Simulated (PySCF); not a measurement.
Highest harmonic wavenumber (cm⁻¹) of eight silicon and germanium compounds: PBE-D3(BJ) beside TPSSh-D3(BJ), computed with PySCF for isolated molecules in the bases named; differences from unrounded values. The eight are the first of their class met in an unordered collection, after screening for sound electronic states; none was chosen by its value. Each level has its own optimised geometry.

```csv
molecule,basis,TPSSh-D3(BJ),PBE-D3(BJ),difference
"C₄H₇FSi, SMILES C[Si@H]1C=C[C@H]1F",def2-SVP,3200,?,?
"CH10FNSi3, SMILES C[Si@H](F)N([SiH3])[SiH3]",def2-SVP,3131,3084,-47
"CH₇NOSi₂, SMILES C1N[SiH2]O[SiH2]1",def2-SVP,3580,3525,-55
"silole (C4H6Si), SMILES C1=C[SiH2]C=C1",def2-SVP,3211,3152,-59
"C2H4F2Si, SMILES C=C(F)[SiH2]F",def2-SVP,3266,3200,-66
"C2H6F2OSi, SMILES OC[Si@H](F)CF",def2-SVP,3776,3699,-76
"F₂H₅NSi₂, SMILES N([SiH](F)F)[SiH3]",def2-SVP,3535,?,?
"Si(Cl)3(vinyl) (C2H3Cl3Si), SMILES C=C[Si](Cl)(Cl)Cl",def2-SVP,3228,?,?
```

Q: Fill in the missing entries. (The exact figures need the calculation; the answer reports its results.)

A: 
- Si(Cl)3(vinyl) (C2H3Cl3Si), SMILES C=C[Si](Cl)(Cl)Cl, PBE-D3(BJ): 3159
- Si(Cl)3(vinyl) (C2H3Cl3Si), SMILES C=C[Si](Cl)(Cl)Cl, difference: -69
- F₂H₅NSi₂, SMILES N([SiH](F)F)[SiH3], PBE-D3(BJ): 3490
- F₂H₅NSi₂, SMILES N([SiH](F)F)[SiH3], difference: -45
- C₄H₇FSi, SMILES C[Si@H]1C=C[C@H]1F, PBE-D3(BJ): 3134
- C₄H₇FSi, SMILES C[Si@H]1C=C[C@H]1F, difference: -65

PBE-D3(BJ) lies below TPSSh-D3(BJ) in 8 and above it in 0 of the eight; the mean signed difference is -60 and the largest -76 cm⁻¹.
